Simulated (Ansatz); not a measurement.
Reaction (ligand exchange at a Ge–O bond): `[F][GeH2][O][GeH3]` + `N=CBO` → `OB/C=[N]/[GeH3]` + `[OH][GeH2][F]`

Isolated molecules relaxed with PBE0-D4/def2-TZVP in Ansatz; ΔE leaves out vibrations. CCSD(T)/CBS is the MP2 limit (def2-TZVPP, def2-QZVPP) plus CCSD(T) − MP2 in def2-TZVPP, frozen cores. DFT in def2-TZVPP. For Ge outer-core shells are correlated without core-valence functions, which leaves a few kJ/mol of doubt a bond. Scalar relativity is left out up to krypton. One conformer a species, not always the lowest.

`[F][GeH2][O][GeH3]`:

```xyz
9

F    -1.337   -1.106    1.457
Ge   -1.445   -0.625   -0.213
O    -0.298    0.675   -0.436
Ge    1.411    0.731    0.074
H    -2.850   -0.068   -0.443
H    -1.051   -1.869   -1.022
H     1.473    1.258    1.514
H     2.094    1.690   -0.909
H     2.003   -0.687   -0.022
```

`N=CBO`:

```xyz
8

N     0.411   -0.304    1.252
C     0.722   -0.162    0.026
B    -0.475    0.264   -0.933
O    -1.668    0.423   -0.345
H     1.200   -0.577    1.838
H     1.746   -0.324   -0.333
H    -0.370    0.442   -2.111
H    -1.566    0.238    0.605
```

`OB/C=[N]/[GeH3]`:

```xyz
11

O    -2.128    0.135   -1.993
B    -1.168    0.785   -1.299
C    -0.326   -0.068   -0.278
N     0.592    0.488    0.403
Ge    1.590   -0.525    1.611
H    -2.612    0.699   -2.601
H    -0.965    1.956   -1.450
H    -0.560   -1.147   -0.181
H     1.112   -1.995    1.599
H     3.063   -0.426    1.188
H     1.402    0.099    3.001
```

`[OH][GeH2][F]`:

Cartesian coordinates in Å:
```
O -1.140 0.311 0.707
Ge 0.178 -0.109 -0.382
F 1.486 0.994 -0.075
H -0.940 0.150 1.632
H 0.751 -1.501 -0.085
H -0.334 0.154 -1.796
```

```tsv
level	ΔE (kJ/mol)
PBE0	43.2
HF/def2-TZVPP	53.9
```

Question: What does CCSD(T)/CBS give? (Best estimate.)

Answer: The calculation gave: +47.7 kJ/mol. The listed levels differ from it by -4.5, 6.2 kJ/mol.

Largest T1 diagnostic among the species: 0.014.

From PBE to PBE0 (25 % exact exchange), in def2-TZVPP and without D4, ΔE moves by +4.1 kJ/mol. In def2-TZVPP, CCSD(T) changes the Hartree–Fock value by −5.0 kJ/mol (the triples alone add −0.8 kJ/mol) and MP2 by −6.9 kJ/mol.
